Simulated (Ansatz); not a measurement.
## One elementary step

Start structure (BH2Cl2F, singlet), relaxed at PBE0-D4/def2-TZVP:

B1  (-0.328, -0.234, -0.883)
H2  (0.279, 0.757, -1.124)
Cl3  (0.466, -1.774, -1.000)
Cl4  (-2.020, -0.135, -0.512)
H5  (1.060, 1.071, 1.808)
F6  (0.543, 0.315, 1.712)
(Å)

The step: BHCl₂ ([Cl][BH][Cl]) + HF → BCl₂F ([F][B]([Cl])[Cl]) + H₂; bonds formed: B1–F6, H2–H5; bonds broken: B1–H2, H5–F6. Computed with Ansatz 0.2.0 (basis: def2-TZVPP and def2-QZVPP); correlated methods freeze the cores. Extrapolation: Hartree–Fock as exp(−7.88 √X), correlation as X^−2.97. Energies below are by CCSD(T) at an estimated basis limit (MP2 extrapolated from triple and quadruple zeta, plus CCSD(T) − MP2 in triple zeta).

(1) What are the electronic barrier and the energy of the step, from the start structure to the end structure? (To be estimated.)

The T1 diagnostic stays at or below 0.012. The start structure is not quite a true minimum (one mode of 89i cm⁻¹).

Answers

(1) The calculation gives: Barrier 110.7 kJ/mol; step energy -102.6 kJ/mol (downhill); reverse barrier, their difference, 213.3 kJ/mol. Barrier and step energy count from the start structure, the reverse barrier from the end structure.

The saddle point: One imaginary mode of 1206i cm⁻¹.
```csv
pair,start (Å),saddle (Å),end (Å)
B1–F6,2.79,1.61,1.31
H2–H5,3.05,1.07,0.75
B1–H2,1.19,1.31,3.13
H5–F6,0.92,1.14,3.03
```

Zero-point energy (harmonic, PBE0-D4): ZPE is 66.4 kJ/mol at the start and 64.4 kJ/mol at the saddle, so the barrier goes from 110.7 to 108.8 kJ/mol.

Labels in which every atom is bracketed show which atoms are joined, not bond orders.

For scale, one of the runs: CCSD(T)/def2-TZVPP, 174 basis functions, launched by `ansatz run in.yaml --threads 2 --pin off --events-out ev --progress --plain --max-ram 4352MiB`. Time: 41 s of wall clock on 2 CPU threads of an Arm Neoverse V1; the host was shared. Peak host memory: 1.5 GiB.
